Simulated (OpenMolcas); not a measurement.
Be+: CASPT2 settings compared

- Program: OpenMolcas 26.06
- Basis: ANO-RCC-VDZ [3s2p]
- Scalar Hamiltonian: DKH2, point nucleus
- Active space: 1 electron in 8 orbitals (2s 2p 3s 3p)
- State averaging: 2S+1 = 2 even, 1 root; 2S+1 = 2 odd, 3 roots
- Spin-orbit coupling: RASSI with atomic mean-field integrals over the reference wave functions, term energies averaged over their components

Methods on the same reference wave functions:
A. CASSCF
B. SS-CASPT2, IPEA 0 Eh, no level shift (closed shells correlated: 1s)
C. SS-CASPT2, IPEA 0.2 Eh, no level shift (closed shells correlated: 1s)

Energies in eV above 2s 2S 1/2, the measured ground level; measured values from NIST Handbook of Basic Atomic Spectroscopic Data.

```json
{"Level": "2s 2S 1/2", "A": "0.0000", "B": "0.0000", "C": "0.0000", "Measured": "0.0000"}
{"Level": "2p 2P* 1/2", "A": "4.0749", "B": "4.071", "C": "4.070", "Measured": "3.9587"}
{"Level": "2p 2P* 3/2", "A": "4.0756", "B": "4.071", "C": "4.071", "Measured": "3.9595"}
```

Deviations, from unrounded energies. A percentage is the sum of absolute deviations over the sum of measured energies, with the sign that they share, or ± where signs differ.

```
           Against measurement  Levels     A     B     C
mean absolute deviation (cm-1)       2   940   900   900
      other configurations (%)       2  +2.9  +2.8  +2.8
```

A, B, C lie about equally close to measurement. The largest miss of C in the table is 2p 2P* 1/2, by +900 cm-1. The ranking rests on the paired levels alone, and a cruder setting can come out closer through cancelling errors.

Between B and C no level of the table moves by more than 5 cm-1.

The lowest spin-free term lies below A's lowest term by 0.001 hartree in B, 0.001 hartree in C.

With one active electron outside closed inactive shells, the extra shells (3p 3s) add no correlation to the reference. ANO sets are built for ground and valence states and can reach diffuse excited orbitals poorly. With one active electron the reference holds no correlation, so core polarisation is missing (holds for A). With one active electron, CASPT2 adds the correlation within the correlated inactive shells and between them and that electron, and leaves the splitting within a term as the reference gives it (holds for B; C). Computed and measured levels are paired by configuration, term and J; levels that our copy of the source lacks, or whose pairing is in doubt (as where it misses far off the trend of its configuration), stay unpaired and out of the deviations. Levels of configurations outside the active space are missing.

* marks odd parity.
